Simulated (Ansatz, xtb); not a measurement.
Ranking isomers of C6H6FNS

6 gas-phase structures of C6H6FNS, from a drawn sample of its isomers (lower ones may exist). Each was relaxed with GFN2-xTB; where two conformers were screened, the lower at r2SCAN-D4/def2-SVP is listed:

A. `C/C(S)=C(F)/C=C\C#N`, a singlet
B. `C=C(S)[C@@H](F)/C=C/C#N`, a singlet
C. `CC(=S)[C@@H](F)/C=C\C#N`, a singlet
D. `CC(=S)/C(F)=C/CC#N`, a singlet
E. `CC(=S)[C@@H](F)/C=C/C#N`, a singlet
F. `CC(=S)/C(F)=C\CC#N`, a singlet

Question: Make a reasoned guess at their ranking by r2SCAN-D4/def2-SVP single-point energy.

Answer: Calculated order at r2SCAN-D4/def2-SVP: D (0.000), A (0.009), F (0.057), E (0.153), C (0.245), B (0.473) eV. Less than 1 kcal/mol parts D and A, so the order within that pair means little.

Energies above the lowest of each column, in eV; the last columns are at B3LYP-D3(BJ)/def2-SVP geometries and were run for some of them only (a dash: not run or not comparable):

```json
{"structure": "D", "GFN2-xTB": "0.000", "HF/STO-3G": "0.000", "r2SCAN-D4/def2-SVP": "0.000", "B3LYP-D3(BJ)/def2-SVP": "0.000", "CCSD(T)/def2-SVP + ΔMP2/def2-TZVPP": "0.000"}
{"structure": "A", "GFN2-xTB": "0.217", "HF/STO-3G": "0.022", "r2SCAN-D4/def2-SVP": "0.009", "B3LYP-D3(BJ)/def2-SVP": "0.039", "CCSD(T)/def2-SVP + ΔMP2/def2-TZVPP": "0.108"}
{"structure": "F", "GFN2-xTB": "0.003", "HF/STO-3G": "0.182", "r2SCAN-D4/def2-SVP": "0.057", "B3LYP-D3(BJ)/def2-SVP": "0.048", "CCSD(T)/def2-SVP + ΔMP2/def2-TZVPP": "0.083"}
{"structure": "E", "GFN2-xTB": "0.308", "HF/STO-3G": "0.379", "r2SCAN-D4/def2-SVP": "0.153", "B3LYP-D3(BJ)/def2-SVP": "–", "CCSD(T)/def2-SVP + ΔMP2/def2-TZVPP": "–"}
{"structure": "C", "GFN2-xTB": "0.350", "HF/STO-3G": "0.473", "r2SCAN-D4/def2-SVP": "0.245", "B3LYP-D3(BJ)/def2-SVP": "–", "CCSD(T)/def2-SVP + ΔMP2/def2-TZVPP": "–"}
{"structure": "B", "GFN2-xTB": "0.544", "HF/STO-3G": "0.398", "r2SCAN-D4/def2-SVP": "0.473", "B3LYP-D3(BJ)/def2-SVP": "–", "CCSD(T)/def2-SVP + ΔMP2/def2-TZVPP": "–"}
```

Every level run on D puts it lowest or level with the lowest. CCSD(T)/def2-SVP + ΔMP2/def2-TZVPP orders those it was run on as D (0.000), F (0.083), A (0.108) eV. Less than 1 kcal/mol parts F and A, so the order within that pair means little. Some further structures that were screened fall inside this span and aren't listed. Flexible structures stand in one conformer each, not always the lowest. Frequencies (GFN2-xTB) were run for A, D, F alone. ΔMP2 is the change of the MP2 energy from the smaller to the larger basis.

Over these structures GFN2-xTB departs from r2SCAN-D4/def2-SVP by 0.075 eV on average once a common shift is removed. A GFN2-xTB relaxation took about 0.76 s and the r2SCAN-D4/def2-SVP energy about 12 s on a shared host (Ansatz 0.2.0, xtb 6.7.1).
